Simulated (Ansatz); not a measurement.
Be3Se2⁺ was relaxed with PBE-D4 (def2-SVP) in Ansatz in these states: charge +1 doublet, charge +1 quartet. The geometries follow in no particular order.

A:

Cartesian coordinates in Å:
```
Be -1.647 0.402 -0.498
Be 1.243 0.835 -0.453
Be 0.315 -1.216 0.924
Se -0.109 0.886 1.244
Se 0.198 -0.906 -1.218
```

B:

```xyz
5

Be   -1.081   -0.140   -0.734
Be    1.187   -0.135   -0.547
Be   -0.106    0.274    1.281
Se    0.026    1.688   -0.360
Se   -0.026   -1.688    0.359
```

Question: Judge from the bond lengths which geometry belongs to which state (an estimate).

Answer: A is the charge +1 quartet (Be1–Be2 2.923 Å, Be1–Be3 2.914 Å, Be2–Be3 2.639 Å); B is the charge +1 doublet (Be1–Be2 2.276 Å, Be1–Be3 2.276 Å, Be2–Be3 2.276 Å).

At PBE0-D4/def2-TZVP a doublet lies 3.18 eV below the charge +1 quartet. These are the stationary points nearest to one start from a short search; other shapes may lie lower in each state.
